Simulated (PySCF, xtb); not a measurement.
oxetane-3-carbonitrile (C4H5NO), SMILES N#CC1COC1.

GFN2-xTB (xtb) at its own geometry gives an orbital gap of 5.16 eV and a dipole moment of 2.75 D.

Geometry optimised at TPSSh-D3(BJ)/def2-SVP.

Task: What does PBE0/def2-TZVP in PySCF give? (Estimate from the structure and the level; the computed values follow.)

Result: gap 8.14 eV (levels -8.02 and 0.12 eV), dipole 2.79 D.
